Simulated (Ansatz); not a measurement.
Basis-set extrapolation for `FB[SiH]1C[SiH2]1` (PBE0-D4/def2-TZVP geometry, frozen core, Ansatz 0.2.0). Multiplicity 1, RHF reference.

|  | def2-TZVPP | def2-QZVPP |
| --- | --- | --- |
| HF | -743.432995 | -743.457826 |
| MP2 correlation | -0.758389 | -0.817307 |
| CCSD(T) correlation | -0.841810 | not run |

Energies in hartree. Use E(X) = E(∞) + A·exp(−7.88·√X) for Hartree–Fock and E(X) = E(∞) + B·X^(−2.97) for correlation, with X = 3 and 4, and add CCSD(T) minus MP2 of the smaller set to the MP2 limit.

Q: What is the CCSD(T) energy at the basis-set limit?

A: HF limit: -743.457826 + (-0.024831) × 0.13774 = -743.46125. MP2 limit: -0.817307 + (-0.058918) × 0.74074 = -0.86095. Higher-order term: -0.841810 − (-0.758389) = -0.08342. Total: -744.40562 hartree, 3.56 eV below CCSD(T)/def2-TZVPP.
